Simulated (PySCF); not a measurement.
Members of one series of related molecules.

All values: wB97X-D/def2-SVPD (PySCF) at PBE0-D3(BJ)/def2-SVP geometries, gas phase, one conformer each. Core orbitals are frozen in the response; Δα² is half the sum of the squared differences of the principal polarisabilities. Atoms past krypton carry effective core potentials. Dipoles and anisotropies that the point group forbids are given as zero.

**Question.** Rank by HOMO energy, lowest first.
A. `[Sn]([CH3])([CH3])([CH3])[CH3]`
B. `C#[C][Sn]([C]#C)([C]#C)[C]#C`
C. `[F][Sn]([F])([F])[F]`
D. `[Sn]([CH]=C)([CH]=C)([CH]=C)[CH]=C`
E. `[H][Sn]([H])([H])[H]`

**Answer.** C (-14.55 eV), E (-11.02 eV), B (-10.21 eV), A (-9.51 eV), D (-9.26 eV).

All values together:

| SMILES | change | formula | μ (D) | HOMO (eV) | LUMO (eV) | α (Å³) | Δα (Å³) | electrons | α per electron (Å³) |
| --- | --- | --- | --- | --- | --- | --- | --- | --- | --- |
| [CH3][Sn]([CH3])([CH3])[CH3] | parent | C4H12Sn | 0.00 | -9.51 | 1.68 | 13.52 | 0.01 | 86 | 0.157 |
| C=[CH][Sn]([CH]=C)([CH]=C)[CH]=C | ligand (all four): Me to vinyl | C8H12Sn | 0.03 | -9.26 | 1.07 | 20.14 | 8.31 | 110 | 0.183 |
| C#[C][Sn]([C]#C)([C]#C)[C]#C | ligand (all four): Me to CCH | C8H4Sn | 0.00 | -10.21 | 1.09 | 17.66 | 0.10 | 102 | 0.173 |
| [F][Sn]([F])([F])[F] | ligand (all four): Me to F | SnF4 | 0.00 | -14.55 | -2.35 | 4.94 | 0.00 | 86 | 0.057 |
| [H][Sn]([H])([H])[H] | ligand (all four): Me to H | SnH4 | 0.00 | -11.02 | 1.34 | 6.63 | 0.00 | 54 | 0.123 |

Conformers: `C=[CH][Sn]([CH]=C)([CH]=C)[CH]=C`.

**Question.** Give the shifts from the parent, `[CH3][Sn]([CH3])([CH3])[CH3]`.

**Answer.** 
```csv
SMILES,change in μ (D),change in HOMO (eV),change in LUMO (eV),change in mean α (Å³)
C=[CH][Sn]([CH]=C)([CH]=C)[CH]=C,+0.03,+0.25,-0.61,+6.62
C#[C][Sn]([C]#C)([C]#C)[C]#C,0.00,-0.70,-0.59,+4.14
[F][Sn]([F])([F])[F],0.00,-5.04,-4.03,-8.58
[H][Sn]([H])([H])[H],0.00,-1.51,-0.34,-6.89
```
